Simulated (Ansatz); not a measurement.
Cost and result for the atomization energy of `O[SiH2]N[SiH2][SiH3]` (14 atoms, 13 bonds).

| atom | x (Å) | y (Å) | z (Å) |
| --- | --- | --- | --- |
| O1 | 1.716 | 1.899 | 1.261 |
| Si2 | 1.508 | 1.034 | -0.122 |
| N3 | -0.068 | 1.127 | -0.799 |
| Si4 | -1.340 | -0.049 | -0.771 |
| Si5 | -0.740 | -1.919 | 0.506 |
| H6 | 1.183 | 1.660 | 2.021 |
| H7 | 1.743 | -0.414 | 0.120 |
| H8 | 2.505 | 1.619 | -1.045 |
| H9 | -0.306 | 2.009 | -1.233 |
| H10 | -2.577 | 0.539 | -0.180 |
| H11 | -1.707 | -0.493 | -2.147 |
| H12 | -0.274 | -1.512 | 1.860 |
| H13 | 0.317 | -2.741 | -0.139 |
| H14 | -1.960 | -2.758 | 0.667 |

Charge 0, multiplicity 1. The structure was optimised at the PBE0-D4/def2-TZVP level. It is one conformer, not always the lowest. Program: Ansatz. All runs use 2 threads of an AMD EPYC 7R13 on a shared host and a share of an NVIDIA H100 80 GB. Times are those of one run each, without the atoms' runs, and a repeat can differ threefold. Electronic energies, without spin–orbit coupling; frozen cores. CCSD(T)/CBS adds CCSD(T) − MP2 in def2-TZVPP to the MP2 limit, and its time is that of the two runs behind it. T1 = 0.012. B3LYP takes the VWN-RPA correlation (the form of Gaussian; ORCA's B3LYP/G).

CCSD(T)/CBS is a level of theory with its own doubt, some kJ/mol a heavy atom from the limit and from the frozen cores, so smaller differences don't rank the functionals.

```json
{"level": "PBE-D4/def2-TZVPP (with forces)", "functions": "314", "wall time": "3.1 s", "atomization (kcal/mol)": "1089.7", "difference from CCSD(T)/CBS": "-9.3", "per bond": "-0.7"}
{"level": "PBE0-D4/def2-TZVPP", "functions": "314", "wall time": "3.7 s", "atomization (kcal/mol)": "1079.7", "difference from CCSD(T)/CBS": "-19.3", "per bond": "-1.5"}
{"level": "r2SCAN-D4/def2-TZVPP (with forces)", "functions": "314", "wall time": "4.1 s", "atomization (kcal/mol)": "1091.1", "difference from CCSD(T)/CBS": "-7.9", "per bond": "-0.6"}
{"level": "B3LYP-D4/def2-TZVPP (with forces)", "functions": "314", "wall time": "4.1 s", "atomization (kcal/mol)": "1094.8", "difference from CCSD(T)/CBS": "-4.2", "per bond": "-0.3"}
{"level": "B2PLYP/def2-TZVPP", "functions": "314", "wall time": "7 s", "atomization (kcal/mol)": "1079.6", "difference from CCSD(T)/CBS": "-19.4", "per bond": "-1.5"}
{"level": "MP2/def2-QZVPP", "functions": "594", "wall time": "7 s", "atomization (kcal/mol)": "1088.8", "difference from CCSD(T)/CBS": "-10.2", "per bond": "-0.8"}
{"level": "ωB97M-V/def2-TZVPP (with forces)", "functions": "314", "wall time": "8 s", "atomization (kcal/mol)": "1097.7", "difference from CCSD(T)/CBS": "-1.3", "per bond": "-0.1"}
{"level": "ωB97X-V/def2-TZVPP", "functions": "314", "wall time": "12 s", "atomization (kcal/mol)": "1104.0", "difference from CCSD(T)/CBS": "5.0", "per bond": "0.4"}
{"level": "CCSD(T)/def2-TZVPP", "functions": "314", "wall time": "12 s", "atomization (kcal/mol)": "1066.1", "difference from CCSD(T)/CBS": "-32.9", "per bond": "-2.5"}
{"level": "CCSD(T)/CBS(def2)", "functions": "–", "wall time": "19 s", "atomization (kcal/mol)": "1099.0", "difference from CCSD(T)/CBS": "0.0", "per bond": "0.0"}
```

The D4 term adds +13.4 kcal/mol with B3LYP and +7.2 kcal/mol with PBE0; it sums over pairs of atoms, weighted by their polarisabilities, and B3LYP, whose exchange is more repulsive, gets the larger term. From PBE to PBE0 (25 % exact exchange), in def2-TZVPP and without D4, the atomization energy moves by −8.8 kcal/mol: exact exchange takes away binding that semilocal exchange gives to molecules. In def2-TZVPP, CCSD(T) changes the Hartree–Fock value by +264.5 kcal/mol (the triples alone add +12.2 kcal/mol) and MP2 by +267.3 kcal/mol; breaking electron pairs costs correlation energy, which Hartree–Fock lacks.
